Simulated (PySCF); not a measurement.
Ionisation energy along the 22-electron series

Calculated with PySCF 2.14 and a two-component X2C-1e Hamiltonian (Gaussian nucleus, no Breit or QED terms), each ion in its own even-tempered basis scaled to its charge; GMP2 freezes [Ne] and drops the highest virtual spinors. Values in eV. NIST values: (m) measured, (s) semi-empirical, (t) theoretical.

```json
{"ion": "Re⁵³⁺", "configuration": "[Ar] 3d4", "GHF (spin-free)": "5064.6", "GMP2 (spin-free)": "5064.7", "GHF (screened spin-orbit)": "5101.6", "GMP2 (screened spin-orbit)": "5102.5", "NIST": "5099 ± 5 (t)"}
{"ion": "Ir⁵⁵⁺", "configuration": "[Ar] 3d4", "GHF (spin-free)": "5426.8", "GMP2 (spin-free)": "5426.8", "GHF (screened spin-orbit)": "5469.6", "GMP2 (screened spin-orbit)": "5470.4", "NIST": "5466 ± 5 (t)"}
```

(1) Fill in the row of Os⁵⁴⁺.

## Answers

(1) configuration: [Ar] 3d4; GHF (spin-free): 5244.0; GMP2 (spin-free): 5244.0; GHF (screened spin-orbit): 5283.8; GMP2 (screened spin-orbit): 5284.7; NIST: 5280 ± 5 (t).
